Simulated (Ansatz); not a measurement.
System: 2-methoxyethylsilane, C3H10OSi (charge 0, singlet). SMILES: COCC[SiH3]
Structure (B3LYP-D3(BJ)/def2-TZVP (Ansatz, a program for electronic structure) minimum search):
```xyz
15

C      2.7948    -0.0754     0.8548
O      1.5720    -0.7167     0.5679
C      0.5650     0.1863     0.1468
C     -0.7077    -0.5864    -0.1382
Si    -2.1448     0.4857    -0.7112
H      3.1952     0.4402    -0.0281
H      2.6837     0.6587     1.6637
H      3.5002    -0.8438     1.1673
H      0.9029     0.7232    -0.7519
H      0.3946     0.9404     0.9293
H     -1.0111    -1.1267     0.7631
H     -0.5073    -1.3419    -0.9034
H     -2.4873     1.4960     0.3199
H     -1.7969     1.2011    -1.9637
H     -3.3357    -0.3598    -0.9621
```

Parts of the frozen-core correlation energy in aug-cc-pV(T+d)Z (Ansatz, hartree). Frozen orbitals: 9; correlated occupied orbitals by spin: 16 and 16; virtual: 444 and 444. No spin-orbit coupling. No relativistic terms.

```csv
term,value
reference (HF),-483.29163
MP2 opposite-spin,…
MP2 same-spin,-0.19721
CCSD correlation,…
(T),…
T1 diagnostic,0.011
largest doubles amplitude,0.012
```

### Question
Some entries are withheld; supply them.

### Answer

- MP2 opposite-spin, value: -0.71439
- CCSD correlation, value: -0.96807
- (T), value: -0.03735
